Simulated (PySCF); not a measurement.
Species: C₇H₅NO₂.
Structure used (GFN2-xTB), in Å, numbered top down from 1:
```
atom  x, y, z in Å
O1    -2.8389   -0.5444   -0.1592
C2    -1.5364   -0.1645   -0.0770
C3    -1.2896    1.2176    0.0352
C4    -0.0153    1.7240    0.1243
C5     1.0286    0.8066    0.1006
O6     2.3563    1.0295    0.1741
N7     2.9994   -0.1691    0.1139
C8     2.1194   -1.1137    0.0059
C9     0.7986   -0.5777   -0.0113
C10   -0.5000   -1.0763   -0.1029
H11   -2.9014   -1.5039   -0.2367
H12   -2.1456    1.8729    0.0488
H13    0.1721    2.7811    0.2092
H14    2.4320   -2.1366   -0.0551
H15   -0.6834   -2.1375   -0.1915
```

The closed-shell SCF was solved with PySCF and density fitting under several settings on one GFN2-xTB geometry (grid level 2 and gas phase unless stated).

```json
{"settings": "PBE0/pcSseg-1", "basis functions": "195", "SCF cycles": "15", "E (Eh)": "-474.3173", "HOMO (eV)": "-6.75", "LUMO (eV)": "-1.39", "dipole (D)": "3.46"}
{"settings": "PBE0/def2-SVPD", "basis functions": "246", "SCF cycles": "15", "E (Eh)": "-474.0531", "HOMO (eV)": "-6.78", "LUMO (eV)": "-1.42", "dipole (D)": "3.35"}
{"settings": "PBE0/ANO-RCC-VDZP, grid level 3", "basis functions": "165", "SCF cycles": "15", "E (Eh)": "-474.5122", "HOMO (eV)": "-6.64", "LUMO (eV)": "-1.21", "dipole (D)": "3.28"}
```

Question: Estimate the row for these settings: HF/STO-3G, damping 0.1 at the start, DIIS from the seventh cycle.

Answer: 
```csv
settings,basis functions,SCF cycles,E (Eh),HOMO (eV),LUMO (eV),dipole (D)
"HF/STO-3G, damping 0.1 at the start, DIIS from the seventh cycle",55,13,-466.1294,-6.76,5.47,2.83
```

Question: Over all rows, what range does the HOMO–LUMO gap span?

Answer: From 5.36 eV to 12.23 eV.

Question: And the dipole moment?

Answer: From 2.83 D (HF/STO-3G, damping 0.1 at the start, DIIS from the seventh cycle) to 3.46 D (PBE0/pcSseg-1); the largest is 1.22 times the smallest, and the median is 3.31 D.

Question: Compare two rows with the functional PBE0: PBE0/pcSseg-1 and PBE0/def2-SVPD. Which energy is lower, and by how much?

Answer: PBE0/pcSseg-1 (195 functions) lies 0.2642 Eh or 166 kcal/mol below PBE0/def2-SVPD (246 functions). The smaller set gives the lower energy; the two sets aren't nested, so the variational bound doesn't order them by size.

Cycle counts include a coarse-grid stage where the run had one. ANO-RCC sets were contracted for a scalar-relativistic Hamiltonian, but ran non-relativistically here.

One conformer stands for the species.
